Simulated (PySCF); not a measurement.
## Run times: zinc in aug-cc-pVTZ-DK

Measured wall times of calculations with PySCF 2.14 in aug-cc-pVTZ-DK (8s7p5d3f2g, 93 functions), with scalar relativity by spin-free X2C-1e, run from one Python driver. Hardware: 1 thread of Neoverse-V1 on a shared host, 1.3 GiB allowed. The two-electron integrals over 93 functions were computed once and kept in memory (1.6 CPU seconds with the set-up); the times below exclude them. Kohn-Sham runs start from converged Hartree-Fock orbitals.

Launch command (the driver calls PySCF for each step listed in the task file):

```bash
OMP_NUM_THREADS=1 python atomrun2.py TASK.json OUT
```

```json
{"species": "Zn⁺ [Ar] 3d9 4s1 5s1", "step": "UHF with spin-orbit constants", "iterations": "8", "wall time (s)": "12"}
{"species": "Zn⁺ [Ar] 3d9 4s1 5s1", "step": "LDA", "iterations": "7", "wall time (s)": "1.7"}
{"species": "Zn⁺ [Ar] 3d9 4s1 5s1", "step": "PBE", "iterations": "8", "wall time (s)": "2.8"}
{"species": "Zn⁺ [Ar] 3d9 4s1 5s1", "step": "PBE0", "iterations": "8", "wall time (s)": "3.6"}
{"species": "Zn⁺ [Ar] 3d9 4s1 5s1", "step": "r2SCAN", "iterations": "9", "wall time (s)": "7.7"}
{"species": "Zn⁺ [Ar] 3d9 4s1 5s1", "step": "revPBE", "iterations": "8", "wall time (s)": "2.8"}
{"species": "Zn⁺ [Ar] 3d9 4s1 5s1", "step": "B2PLYP", "iterations": "8", "wall time (s)": "4.2"}
{"species": "Zn⁺ [Ar] 3d9 4s1 5s1", "step": "MN15", "iterations": "8", "wall time (s)": "7.7"}
{"species": "Zn⁺ [Ar] 3d9 4s1 5s1", "step": "MP2 (11 electrons)", "iterations": "", "wall time (s)": "0.61"}
```

Peak memory of the process: 0.37 GiB. Times on a shared host vary from run to run.
